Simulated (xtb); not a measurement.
xtb input (GFN1-xTB):

```bash
xtb mol.xyz --gfn 1 --sp --chrg 0 --uhf 0
```
mol.xyz:
```
11

F     -1.32776254    -1.43068760     0.56671385
C     -1.27637960    -0.10972137     0.38968216
F     -2.40437371     0.28945426    -0.19938813
F     -1.17918079     0.48423149     1.58002091
C     -0.07230042     0.27710492    -0.51815730
F     -0.23972818    -0.32721610    -1.70964642
F     -0.09548239     1.61197352    -0.69271593
C      1.33415294    -0.11170581     0.02436358
F      2.25694302     0.27560155    -0.85720729
F      1.42640847    -1.43177798     0.19179218
F      1.57286083     0.49130237     1.18983854
```

End of the output:

```
         :::::::::::::::::::::::::::::::::::::::::::::::::::::
         ::                     SUMMARY                     ::
         :::::::::::::::::::::::::::::::::::::::::::::::::::::
         :: total energy             -47.478124764060 Eh    ::
         :: gradient norm              0.024601035783 Eh/a0 ::
         :: HOMO-LUMO gap             10.899188107001 eV    ::
         ::.................................................::
         :: SCC energy               -47.568014941773 Eh    ::
         :: -> electrostatic           0.160368361315 Eh    ::
         :: repulsion energy           0.093406231674 Eh    ::
         :: dispersion energy         -0.003516053961 Eh    ::
         :: halogen bond corr.         0.000000000000 Eh    ::
         :: add. restraining           0.000000000000 Eh    ::
         :: total charge              -0.000000000000 e     ::
         :::::::::::::::::::::::::::::::::::::::::::::::::::::

           -------------------------------------------------
          |                Property Printout                |
           -------------------------------------------------

    * Orbital Energies and Occupations

         #    Occupation            Energy/Eh            Energy/eV
      -------------------------------------------------------------
         1        2.0000           -0.9633960             -26.2153
       ...           ...                  ...                  ...
        22        2.0000           -0.6314270             -17.1820
        23        2.0000           -0.6300451             -17.1444
        24        2.0000           -0.6299894             -17.1429
        25        2.0000           -0.6246565             -16.9978
        26        2.0000           -0.6168762             -16.7861
        27        2.0000           -0.6155371             -16.7496
        28        2.0000           -0.6152739             -16.7425
        29        2.0000           -0.6137416             -16.7008
        30        2.0000           -0.6127152             -16.6728
        31        2.0000           -0.6125093             -16.6672
        32        2.0000           -0.6115956             -16.6424
        33        2.0000           -0.5836217             -15.8812
        34        2.0000           -0.5476865             -14.9033 (HOMO)
        35                         -0.1471487              -4.0041 (LUMO)
        36                         -0.1387034              -3.7743
Note: The following floating-point exceptions are signalling: IEEE_DENORMAL
normal termination of xtb
        37                         -0.1150981              -3.1320
        38                         -0.0860200              -2.3407
        39                         -0.0523316              -1.4240
        40                         -0.0337559              -0.9185
        41                         -0.0309825              -0.8431
        42                          0.0347030               0.9443
        43                          0.0432577               1.1771
        44                          0.0725128               1.9732
      -------------------------------------------------------------
                  HL-Gap            0.4005378 Eh           10.8992 eV
             Fermi-level           -0.3474176 Eh           -9.4537 eV

  Mulliken/CM5 charges         n(s)   n(p)   n(d)
     1F    -0.21554 -0.23631   1.809  5.406  0.000
     2C     0.64213  0.70299   1.002  2.356  0.000
     3F    -0.20700 -0.22763   1.808  5.399  0.000
     4F    -0.21568 -0.23645   1.809  5.406  0.000
     5C     0.42873  0.47442   1.051  2.520  0.000
     6F    -0.21827 -0.23980   1.814  5.404  0.000
     7F    -0.21827 -0.23980   1.814  5.404  0.000
     8C     0.64213  0.70299   1.002  2.356  0.000
     9F    -0.20700 -0.22763   1.808  5.399  0.000
    10F    -0.21568 -0.23645   1.809  5.406  0.000
    11F    -0.21554 -0.23631   1.809  5.406  0.000

Wiberg/Mayer (AO) data.
largest (>0.10) Wiberg bond orders for each atom

 ---------------------------------------------------------------------------
     #   Z sym  total        # sym  WBO       # sym  WBO       # sym  WBO
 ---------------------------------------------------------------------------
     1   9 F    1.083 --     2 C    0.950
     2   6 C    3.803 --     3 F    0.956     1 F    0.950     4 F    0.950
                             5 C    0.890
     3   9 F    1.090 --     2 C    0.956
     4   9 F    1.083 --     2 C    0.950
     5   6 C    3.835 --     6 F    0.952     7 F    0.952     2 C    0.890
                             8 C    0.890
     6   9 F    1.066 --     5 C    0.952
     7   9 F    1.066 --     5 C    0.952
     8   6 C    3.803 --     9 F    0.956    11 F    0.950    10 F    0.950
                             5 C    0.890
     9   9 F    1.090 --     8 C    0.956
    10   9 F    1.083 --     8 C    0.950
    11   9 F    1.083 --     8 C    0.950
 ---------------------------------------------------------------------------

Topologies differ in total number of bonds
Writing topology from bond orders to xtbtopo.mol

 dipole moment from electron density (au)
     X       Y       Z
   0.0072  -0.0276   0.0515  total (Debye):    0.150

           -------------------------------------------------
          | TOTAL ENERGY              -47.478124764060 Eh   |
          | GRADIENT NORM               0.024601035783 Eh/α |
          | HOMO-LUMO GAP              10.899188107001 eV   |
           -------------------------------------------------

------------------------------------------------------------------------
------------------------------------------------------------------------
 total:
 SCF:
```
